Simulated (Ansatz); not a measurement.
The cluster Be₃Se₂⁺, relaxed as a doublet with UKS PBE-D4/def2-SVP in Ansatz, starting from the GFN1-xTB geometry. Force threshold 0.02 eV/Å.

The structure comes from a short search, and lower isomers may exist.

Start:

Cartesian coordinates in Å:
```
Be -1.157 0.446 -0.422
Be 0.375 -1.221 -0.284
Be 0.785 0.773 0.705
Se 0.738 0.560 -1.435
Se -0.741 -0.558 1.435
```

Problem. Estimate the energy that the relaxation releases and the steps that it takes.

Solution. 0.2 kcal/mol, in 4 steps; 11 s on 4 threads of Intel Xeon Platinum 8259CL on a shared host. No frequencies were taken in this run, so the end may be a saddle point.

Problem. Does the start keep its bonding and symmetry?

Solution. By distances, no bond broke or formed. The bond that changes most is Be2–Se4, from 2.15 to 2.17 Å (atoms count from 1). Point group D3h at the start, D3h at the end, both within 0.05 Å.

Problem. Predict the relaxed structure.

Solution. 
```
atom   x (Å)   y (Å)   z (Å)
 Be1  -1.160   0.448  -0.423
 Be2   0.374  -1.227  -0.285
 Be3   0.786   0.779   0.708
 Se4   0.747   0.565  -1.450
 Se5  -0.747  -0.565   1.450
```
Bond lengths (bridged metal pairs left out): 6 × Be–Se 2.17 Å.
